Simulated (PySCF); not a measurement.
Geometry:
| atom | x (Å) | y (Å) | z (Å) |
| --- | --- | --- | --- |
| C1 | 2.352 | -0.576 | 0.440 |
| C2 | 1.119 | 0.217 | 0.158 |
| C3 | 1.124 | 1.549 | 0.640 |
| N4 | 1.154 | 2.633 | 1.011 |
| C5 | 0.048 | -0.248 | -0.519 |
| C6 | 0.040 | -1.564 | -1.038 |
| N7 | 0.033 | -2.619 | -1.484 |
| C8 | -1.208 | 0.554 | -0.739 |
| C9 | -2.245 | 0.188 | 0.317 |
| F10 | -1.775 | 0.359 | 1.561 |
| F11 | -2.640 | -1.088 | 0.229 |
| F12 | -3.345 | 0.943 | 0.209 |
| H13 | 2.455 | -0.716 | 1.517 |
| H14 | 2.306 | -1.549 | -0.043 |
| H15 | 3.233 | -0.037 | 0.094 |
| H16 | -1.011 | 1.625 | -0.648 |
| H17 | -1.647 | 0.341 | -1.717 |

[PySCF: geometry: GFN2-xTB; GIAO PBE0/pcSseg-1 shieldings; no relativistic terms; rapidly exchanging positions averaged; single conformer; in vacuum]

Chemical shifts δ = σref − σ; 13C, 1H against TMS; 15N against NH3; 19F vs CFCl3, all at this level.

```
      atoms  nucleus  count  δ (ppm)
         C6      13C      1    120.8
         N7      15N      1    345.5
         C9      13C      1    133.3
         C3      13C      1    121.2
F10/F11/F12      19F      3    -78.5
         C2      13C      1    140.9
         C8      13C      1     43.8
         C1      13C      1        ?
H13/H14/H15       1H      3        ?
    H16/H17       1H      2     3.34
         N4      15N      1        ?
         C5      13C      1        ?
```

Q: Complete the table.

A: 
- C5: 125.5 ppm, fully substituted alkene carbon; the olefinic region
- C1: 24.8 ppm, allylic methyl carbon; a saturated carbon with 1 carbon neighbour and no heteroatom attached
- H13/H14/H15: 2.54 ppm, hydrogen on an allylic methyl carbon; allylic position
- N4: 345.7 ppm, nitrile nitrogen

Shifts are as computed. Against solution values, carbons near 30 ppm lie about +3 ppm off and those near 130 ppm about +5 ppm. Of 1211 compounds with measured shifts, 218 miss one by over three times the rms of a fit or turn the order of signals round; such compounds aren't used in these exercises. Unscaled 19F shifts against computed CFCl3 carry errors that often reach 10 to 50 ppm. Experimental scales use liquid or dissolved standards, which lie at an offset from isolated NH3 (liquid NH3: subtract about 20 ppm). Unscaled 15N shifts of sp2 nitrogen come out 20 to 40 ppm too high even then.
